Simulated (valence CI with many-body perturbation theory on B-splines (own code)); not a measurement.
Ba XLIII: key properties

Calculated by relativistic CI+MBPT: four valence electrons over a frozen Dirac-Fock core [Ne], radial functions for each j: 11 s, 11 p, 10 d, 8 f, 5 g, 2 h, with the one-electron correlation potential Σ1, the two-electron term Σ2, the three-electron term Σ3, Breit, model QED; selected CI, second order for the rest, scaled by the run's own slope (own B-spline code, finite nucleus).

The last digits are not significant, and no measured levels were compared; by estimate large intervals hold to a few tenths of a per cent, small ones and those within an open d or f shell to about a per cent. Among the levels kept, up to 550 cm⁻¹ of a level comes from second order outside the variational space, and about a tenth of that is noise between levels of different J, which matters for small intervals.

Levels are named by their leading jj configuration (3d3/2^4 stands for four electrons in 3d with j = 3/2), which in mixed levels can hold well under half, so a name can repeat and another be missing.

Rates and lifetimes use the calculated energies. Strong lines usually hold to 10 to 20 %, long lifetimes can be off by a factor of two.

(1) What is the ground level?

(2) How well does LS coupling describe the low levels?

(3) Name the longest-lived excited levels whose lifetime is computed, and their main decay.

(4) What is the ionisation energy?

(5) Where does the other parity begin?

Answers

(1) (3s^2 3p1/2^2) J=0, composition 72 % 3s²3p² ³P + 27 % 3s²3p² ¹S.

(2) Among the lowest 20 levels the leading LS term, summed over configurations, holds 58 % on average. For single configurations the figures are 55 % in LS and 85 % in jj coupling. Terms mix most in the J = 2 level at 357.27 eV, where the leading one holds 28 %.

(3) (3s^2 3p1/2 3p3/2) J=2 at 95.24 eV lives 41.8 μs, mostly by E2 to (3s^2 3p1/2^2) J=0; (3s^2 3p3/2 3d5/2) J=4 at 362.11 eV lives 255 ns, mostly by M1 to (3s^2 3p1/2 3d5/2) J=3; (3s^2 3p1/2 3p3/2) J=1 at 88.53 eV lives 213 ns, mostly by M1 to (3s^2 3p1/2^2) J=0.

(4) 3267.6 eV; NIST lists 3266 ± 4 eV (theoretical).

(5) At (3s 3p1/2^2 3p3/2) J=2, 196.56 eV.
